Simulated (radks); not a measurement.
Ba2+, configuration [Xe]. Method: scalar-relativistic Kohn-Sham, revPBE, spin-polarised, spherical densities, finite nucleus; Fermi nuclear charge, rms radius 4.8378 fm; computed with a radial shooting solver on a logarithmic mesh with Libxc functionals.

Unscreened Slater integrals over Kohn-Sham orbitals (cm^-1). They are taken over the spin-up orbitals. Empty in this configuration: 5d.

F0(5p,5p): 104360
F2(5p,5p): 56485
F0(5p,5s): 111510
G1(5p,5s): 74688
F0(5p,4d): 130260
F2(5p,4d): 37004
G1(5p,4d): 10747
G3(5p,4d): 10326
F0(5p,4p): 131920
F2(5p,4p): 33146
G0(5p,4p): 6415.6
G2(5p,4p): 8294.2
F0(5p,5d): 82052
F2(5p,5d): 38988
G1(5p,5d): 44468
G3(5p,5d): 27521
F0(5s,5s): 120860
F0(5s,4d): 147600
G2(5s,4d): 16788
F0(5s,4p): 149910
G1(5s,4p): 10977
F0(5s,5d): 84971
G2(5s,5d): 27266
F0(4d,4d): 247240
F2(4d,4d): 125840
F4(4d,4d): 84010
F0(4d,4p): 260180
F2(4d,4p): 133320
G1(4d,4p): 169660
G3(4d,4p): 105820
F0(4d,5d): 92084
F2(4d,5d): 17125
F4(4d,5d): 6995.7
G0(4d,5d): 3710.7
G2(4d,5d): 4423.3
G4(4d,5d): 3623.3
F0(4p,4p): 275560
F2(4p,4p): 144840
F0(4p,5d): 92793
F2(4p,5d): 15147
G1(4p,5d): 4725.9
G3(4p,5d): 3792.9
F0(5d,5d): 70459
F2(5d,5d): 36877
F4(5d,5d): 24381
